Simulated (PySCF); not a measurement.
SMILES C=Cc1cccc(B(O)O)c1 (C₈H₉BO₂), GFN2-xTB optimised geometry.

```
20

C     -2.04    -2.49    -0.02
C     -2.50    -1.25     0.00
C     -1.70    -0.02     0.00
C     -2.36     1.21     0.00
C     -1.64     2.39     0.01
C     -0.26     2.36     0.00
C      0.44     1.15     0.00
B      2.02     1.08     0.00
O      2.83     2.18    -0.07
O      2.61    -0.13     0.06
C     -0.31    -0.02     0.00
H     -2.71    -3.34    -0.02
H     -0.99    -2.72    -0.03
H     -3.57    -1.08     0.01
H     -3.44     1.23     0.00
H     -2.17     3.34     0.01
H      0.28     3.30     0.01
H      2.39     3.03    -0.12
H      3.57    -0.09     0.05
H      0.24    -0.96     0.00
```

Density from PBE/def2-SVP run with PySCF at that geometry.

Minimum of the electron density along straight lines between bonded atoms, close to the bond critical point (lines longer than 1.1 times the sum of covalent radii, or with two minima, are not listed):

```csv
bond,length / Å,ρ at the minimum / e bohr⁻³,∇²ρ there / e bohr⁻⁵,position (fraction from the first atom)
C1–C2,1.327,0.340,…,0.50
C2–C3,1.459,0.271,-0.63,0.50
C3–C4,1.396,0.304,-0.74,0.50
C4–C5,1.381,0.311,-0.77,0.50
C5–C6,1.383,0.310,-0.77,0.50
C6–C7,1.396,0.302,-0.73,0.51
C7–B8,1.583,…,…,0.67
B8–O9,1.363,0.200,1.10,0.33
B8–O10,1.351,0.208,1.16,0.33
C3–C11,1.393,0.305,-0.75,0.50
C7–C11,1.392,0.304,-0.73,0.50
C1–H12,1.077,0.281,-1.05,0.63
C1–H13,1.076,0.281,-1.06,0.64
C2–H14,1.084,0.279,-1.03,0.63
C4–H15,1.081,0.280,-1.04,0.63
C5–H16,1.081,0.280,-1.04,0.63
C6–H17,1.083,0.278,-1.01,0.62
O9–H18,0.955,0.360,-2.34,0.81
O10–H19,0.958,0.357,-2.31,0.81
C11–H20,1.078,0.284,-1.08,0.64
```

Problem. Some entries are withheld; supply them.

Solution. 
- C1–C2, ∇²ρ there / e bohr⁻⁵: -0.89
- C7–B8, ρ at the minimum / e bohr⁻³: 0.180
- C7–B8, ∇²ρ there / e bohr⁻⁵: -0.21
